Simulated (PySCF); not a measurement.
Spectrum to structure. Level of theory: TDDFT PBE0/def2-SVPD, vertical, gas phase, core orbitals frozen in the response in PySCF 2.14.0, density-fitted response routines. Geometries: GFN2-xTB, one conformer each.

```json
{"state": "S1", "ν̃ (cm⁻¹)": "57970", "f": "0.0037", "main configurations (H = HOMO, L = LUMO)": "H→L (86%)"}
{"state": "S2", "ν̃ (cm⁻¹)": "58650", "f": "0.0017", "main configurations (H = HOMO, L = LUMO)": "H-1→L (83%), H-1→L+1 (10%)"}
{"state": "S3", "ν̃ (cm⁻¹)": "62220", "f": "0.0026", "main configurations (H = HOMO, L = LUMO)": "H→L+1 (88%), H→L (8%)"}
{"state": "S4", "ν̃ (cm⁻¹)": "63040", "f": "0.0063", "main configurations (H = HOMO, L = LUMO)": "H-1→L+1 (80%), H-1→L (13%)"}
{"state": "S5", "ν̃ (cm⁻¹)": "64550", "f": "0.016", "main configurations (H = HOMO, L = LUMO)": "H-2→L (88%)"}
{"state": "S6", "ν̃ (cm⁻¹)": "65490", "f": "0.0027", "main configurations (H = HOMO, L = LUMO)": "H→L+2 (85%)"}
{"state": "S7", "ν̃ (cm⁻¹)": "66460", "f": "0.023", "main configurations (H = HOMO, L = LUMO)": "H-1→L+2 (66%), H-2→L+1 (18%)"}
{"state": "S8", "ν̃ (cm⁻¹)": "66930", "f": "0.020", "main configurations (H = HOMO, L = LUMO)": "H-2→L+1 (76%), H-1→L+2 (18%)"}
```

Triplets computed (Tamm–Dancoff): 6.61, 6.61, 7.47 eV.

Problem. Which candidate is it? All have the formula C6H10ClF.
A. `CC/C(C)=C(/F)CCl`
B. `CC[C@@H]1[C@@H](F)C[C@@H]1Cl`
C. `CC1(C)[C@@H](F)[C@@]1(C)Cl`

Solution. B. Its S1, at 7.19 eV, is the highest among the candidates; the nearest of the others has S1 at 6.38 eV. S1 is HOMO→LUMO (86%). Löwdin shares by element: HOMO chlorine 50%, carbon 27% or more (atoms not listed hold the other 24%); LUMO chlorine 40%, carbon 29% or more (atoms not listed hold the other 30%). At the same level the other candidates give, for their lowest levels:
- `CC/C(C)=C(/F)CCl`: 5.71 eV (f 0.226); 6.37 eV (f 0.049); 6.55 eV (f 0.001); 6.62 eV (f 0.007); 7.04 eV (f 0.011); T1 3.84 eV; HOMO -7.02, LUMO -0.56 eV
- `CC1(C)[C@@H](F)[C@@]1(C)Cl`: 6.38 eV (f 0.004); 6.68 eV (f 0.006); 7.26 eV (f 0.019); 7.46 eV (f 0.014); 7.63 eV (f 0.012); T1 5.81 eV; HOMO -7.69, LUMO 0.20 eV

Conformer computed: `[CH3:1][CH2:2][C@@H:3]1[C@@H:4]([F:5])[CH2:6][C@@H:7]1[Cl:8]`: C1–C2–C3–C4 -75°.
